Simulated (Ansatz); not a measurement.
`[F][AlH][PH2]` and `[F][AlH][Br]` differ in one atom or group.

Ansatz, PBE0-D4/def2-TZVP geometries, multiplicity 1. Each molecule was computed in one conformer, which needn't be the lowest.

Scalar relativity is left out up to krypton.

```json
{"property": "HOMO energy (B3LYP/def2-TZVPP) / eV", "`[F][AlH][PH2]`": "-7.38"}
{"property": "zero-point energy (PBE0-D4/def2-TZVP) / kJ/mol", "`[F][AlH][PH2]`": "69.4"}
{"property": "HOMO–LUMO gap (B3LYP/def2-TZVPP) / eV", "`[F][AlH][PH2]`": "5.92"}
{"property": "HOMO energy (ωB97M-V/def2-TZVPP) / eV", "`[F][AlH][PH2]`": "-9.64"}
{"property": "LUMO energy (PBE/def2-TZVPP) / eV", "`[F][AlH][PH2]`": "-2.01"}
{"property": "size of the dipole moment (PBE/def2-TZVPP) / D", "`[F][AlH][PH2]`": "1.32"}
```

**Question.** What does the change do to each property? (Best estimate.)

**Answer.** The calculation gave: 
```
                                      property  `[F][AlH][Br]`  shift
           HOMO energy (B3LYP/def2-TZVPP) / eV           -8.60  -1.22
zero-point energy (PBE0-D4/def2-TZVP) / kJ/mol            27.4  -42.0
         HOMO–LUMO gap (B3LYP/def2-TZVPP) / eV            7.10   1.18
         HOMO energy (ωB97M-V/def2-TZVPP) / eV          -11.10  -1.46
             LUMO energy (PBE/def2-TZVPP) / eV           -2.04  -0.03
size of the dipole moment (PBE/def2-TZVPP) / D            1.09  -0.23
```

The zero-point energy changes by -42.0 kJ/mol with -6 modes. Dipoles are sizes alone; their direction can turn.

B3LYP here is the variant with VWN-RPA as its local correlation; programs differ in this.

Spin–orbit coupling is left out; it splits and shifts lone-pair levels of the heavy atoms by tenths of an eV.
